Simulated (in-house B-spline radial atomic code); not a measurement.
The numbers below are computed, except where a source is named.
# Making a Troullier-Martins p channel for Pd, r_c = 0.8 bohr

Pd, [Kr] 4d10, non-relativistic PBE, spherical and spin-unpolarised, from a B-spline radial code for spherical atoms (atomic units). The all-electron 4p level is ε = -1.809536 hartree, its outermost node lies just inside 0.48 bohr and its outer maximum at 0.92 bohr.

Inside r_c the pseudo-orbital is u(r) = r^2 exp(p(r)), with p = c0 + c2 r² + c4 r⁴ + … + c12 r¹². The seven coefficients follow from p and its first four derivatives at r_c, from zero curvature of the screened potential at the origin, c4 = −c2²/(2l + 5), and from the norm inside r_c. At r_c the all-electron orbital has P = 1.050398, P' = 1.06781, the screened potential V = -8.481579, V' = 24.02218, V'' = -80.75474, and the norm inside is Q = 0.236233.

(1) What are p, p' and p'' at r_c?

For a trial c2 the five matching conditions are linear in c0, c6, c8, c10 and c12, and c2 is varied until the norm inside r_c equals Q. The root nearest zero gives:

```csv
n,c_n
0,1.705561
2,-5.368938
4,-4.117928
6,76.26121
8,-185.8438
10,182.9557
12,-66.12408
```

(2) Check c4 and p(r_c), and find the screened pseudopotential at the origin.

Orbitals and screened potentials:

| r (bohr) | P | u | V all-electron | V pseudo |
| --- | --- | --- | --- | --- |
| 0.08 | 0.3809 | 0.03403 | -411.6 | -28.57 |
| 0.2 | -0.3701 | 0.1772 | -112.4 | -25.85 |
| 0.32 | -0.56 | 0.3319 | -51.66 | -16.33 |
| 0.44 | -0.1138 | 0.4531 | -28.95 | -4.26 |
| 0.56 | 0.4346 | 0.6088 | -18.03 | 0.8786 |
| 0.68 | 0.8368 | 0.8488 | -12.03 | -5.553 |
| 0.8 | 1.05 | 1.05 | -8.482 | -8.482 |

Logarithmic derivatives P'/P at R = 1.1 bohr, for energies E around ε:

| E − ε (hartree) | all-electron | pseudo |
| --- | --- | --- |
| -0.5 | -0.267206 | -0.269472 |
| -0.25 | -0.514161 | -0.514852 |
| -0.1 | -0.672144 | -0.672319 |
| 0 | -0.781978 | -0.782046 |
| 0.1 | -0.89569 | -0.895884 |
| 0.25 | -1.07409 | -1.075 |
| 0.5 | -1.39476 | -1.3987 |

(3) With P(R) = 1.027281 and a norm of 0.5895647 inside R, what slope in energy does norm conservation fix?

Results:

(1) p = ln(P/r_c^2) = ln(1.050398/0.64) = 0.49546. p' = P'/P − 2/r_c = 1.01658 − 2.50000 = -1.48342. The radial equation gives p'' = 2(V − ε) − 2(2) p'/r_c − p'² = -13.34409 − (-7.41712) − 2.20055 = -8.12751. Differentiating, p''' = 2V' + 2(2)p'/r_c² − 2(2)p''/r_c − 2p'p'' = 55.297, and p'''' = 2V'' − 4(2)p'/r_c³ + 4(2)p''/r_c² − 2(2)p'''/r_c − 2p''² − 2p'p''' = -484.47.

(2) −c2²/7 = -4.11793, as listed. The terms c_n r_c^n are 1.70556, -3.43612, -1.68670, 19.99142, -31.17941, 19.64472, -4.54401, which sum to 0.49546. Inverting the radial equation, V_l(r) = ε + 2 p'/r + (p'' + p'²)/2, so V_l(0) = ε + (2l + 3) c2 = -1.809536 + 5 × (-5.36894) = -28.6542 hartree, finite where the all-electron potential diverges.

(3) d(P'/P)/dE = −2 × (norm inside R)/P(R)² = -1.1173 per hartree·bohr at E = ε, for both atoms, since orbital and norm agree at R. Differences over ±0.1 hartree give -1.1177 (all-electron) and -1.1178 (pseudo), which also hold third-order terms. Half a hartree below ε the two curves differ by -0.0023.
